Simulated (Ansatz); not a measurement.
`[CH3][GeH]([F])[F]` + `BN` → `B[NH][GeH]([CH3])[F]` + H–F at 400 K and 1 bar (ligand exchange at a Ge–F bond).

Program: Ansatz. Geometries: PBE0-D4/def2-TZVP. ΔE: electronic, gas phase. CCSD(T)/CBS adds triple-zeta CCSD(T) − MP2 to the extrapolated MP2 energy (def2 sets, frozen cores). This one scheme is used for every species. For Ge outer-core shells are correlated without core-valence functions, which leaves a few kJ/mol of doubt a bond. Scalar relativity is left out up to krypton. One conformer a species, not always the lowest.

```tsv
species	CCSD(T)/CBS energy (Eh)	H − E (kJ/mol)	S (J/(mol·K))
`[CH3][GeH]([F])[F]`	-2316.24489	157.3	353.1
`BN`	-81.93499	142.5	243.5
`B[NH][GeH]([CH3])[F]`	-2297.76421	261.4	405.5
H–F	-100.39570	36.5	182.2
```

H − E and S are ideal-gas, rigid-rotor, harmonic terms from PBE0-D4/def2-TZVP, for one conformer and one mirror image of each species. 1 Eh = 2625.50 kJ/mol, R = 8.31446 J/(mol·K).

Question: By hand: ΔE, ΔH, ΔS and ΔG.

Answer: ΔE = (-2297.76421) + (-100.39570) − (-2316.24489) − (-81.93499) = 0.01997 Eh = 52.4 kJ/mol. Δ(H − E) = 261.4 + 36.5 − 157.3 − 142.5 = -1.9, so ΔH = 50.5 kJ/mol. ΔS = 405.5 + 182.2 − 353.1 − 243.5 = -8.9 J/(mol·K). ΔG = 50.5 − 400 × (-8.9)/1000 = 54.1 kJ/mol.

Question: By hand: the equilibrium constant, and the temperature at which ΔG would vanish if ΔH and ΔS stayed fixed.

Answer: log₁₀ K = −ΔG/(RT ln 10) = -7.1. ΔH and −TΔS have one sign here, so there is no such temperature.

The number of gas molecules stays the same, so ΔS is small and ΔH decides. A doubt of 5 kJ/mol in ΔE shifts log₁₀ K by 0.7 here. Other conformers and mirror images would add mixing entropy, several J/(mol·K) or more a flexible species. Modes under 60 cm⁻¹, often nearly free rotors, make the harmonic entropy too high. These are equilibria of isolated gas molecules and say nothing of rates. Largest T1 diagnostic: 0.012 (customary marks: 0.02 for closed shells, 0.045 for open ones).

ΔS is within the doubt of such terms, so its sign, and with it that verdict, could turn.
